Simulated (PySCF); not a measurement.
# C₆ coefficients of unlike pairs at PBE

Calculated with PySCF 2.14 from the dipole response of each species, C₆(A,B) = (3/π) ∫ α_A(iu) α_B(iu) du, in atomic units, from isotropic polarisabilities. For ions this is the dispersion term alone; charge-induced terms of lower order in 1/R come first.

```tsv
species	configuration	basis	relativity	α (bohr³)	C₆ (like pair)
F²⁺	[He] 2s2 2p3 (4S)	aug-cc-pVQZ (6s5p4d3f2g)	none	1.252	1.595
Te³⁺	[Kr] 4d10 5s2 5p1 (2P)	aug-cc-pwCVTZ-DK3 with one added diffuse shell each of s, p, d, f type (11s10p8d5f1g)	spin-free X2C	10.45	55.56
Cu	[Ar] 3d10 4s1 (2S)	aug-cc-pVQZ-PP with ECP10MDF (7s7p6d4f3g2h)	core potential	41.48	259.7
Li⁺	1s2 (1S)	aug-cc-pVTZ-DK (5s4p3d2f)	spin-free X2C	0.1416	0.03314
```

**Question.** Estimate C₆ for Li⁺ with F²⁺.

**Answer.** The integral gives 0.2270. The combination rule 2 C_A C_B / (C_A α_B/α_A + C_B α_A/α_B) gives 0.2233 and the geometric mean 0.2299.

No spin-orbit coupling is included.

The other pairs:

| pair | C₆ |
| --- | --- |
| Li⁺, Te³⁺ | 1.224 |
| Te³⁺, F²⁺ | 9.019 |
| Cu, F²⁺ | 15.37 |
| Cu, Te³⁺ | 106.6 |
| Li⁺, Cu | 1.950 |
